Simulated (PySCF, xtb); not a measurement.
C₄H₁₀BN, SMILES C=C(C)B(C)N. Other conformers were not sampled.

Harmonic wavenumbers (cm⁻¹) from xtb with GFN2-xTB at its own minimum, in rising order: 48, 103, 151, 186, 224, 295, 407, 433, 485, 582, 613, 664, 694, 825, 866, 877, 906, 962, 1016, 1038, 1124, 1254, 1379, 1395, 1397, 1429, 1482, 1492, 1506, 1512, 1540, 1678, 3003, 3015, 3017, 3020, 3023, 3032, 3060, 3094, 3479, 3516.

What does PySCF 2.14.0 with TPSSh-D3(BJ)/def2-SVP give at its own minimum? (The exact figures need the calculation; the answer reports its results.)

63, 137, 181, 198, 246, 302, 400, 448, 505, 550, 651, 652, 724, 843, 855, 898, 943, 957, 1012, 1054, 1152, 1270, 1340, 1376, 1400, 1433, 1457, 1467, 1478, 1485, 1607, 1679, 3012, 3014, 3079, 3083, 3102, 3105, 3106, 3193, 3561, 3663. Paired by order, the mean absolute difference is 32 cm⁻¹ and the zero-point energies are 85.5 and 86.7 kcal/mol.
